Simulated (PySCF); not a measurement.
OSc, SMILES [O]=[Sc] (connectivity only; charge and spin as stated), neutral, multiplicity 2. Atoms are numbered in the order given.

```xyz
2

Sc     0.0000     0.0000    -0.4585
O      0.0000     0.0000     1.2036
```
Charge 0, spin multiplicity 2.

Coordinates come from a B3LYP-D3(BJ)/def2-TZVPD optimisation.

Level of theory: CAM-B3LYP/def2-TZVPD (PySCF).

Mulliken values depend strongly on the basis, most of all with diffuse functions as here. ESP charges are fitted to the potential on shells at 1.4 to 2.0 van der Waals radii. Atomic charges (e):

```json
[
 {"atom": "Sc1", "meta-Löwdin": "0.65", "Mulliken": "0.70", "ESP fit": "___", "Mulliken spin": "1.06"},
 {"atom": "O2", "meta-Löwdin": "-0.65", "Mulliken": "-0.70", "ESP fit": "___", "Mulliken spin": "-0.06"}
]
```

Q: Fill in the missing entries. (An estimate is asked for; the answer gives what the named calculation found.)

A: 
- Sc1, ESP fit: 0.57
- O2, ESP fit: -0.57
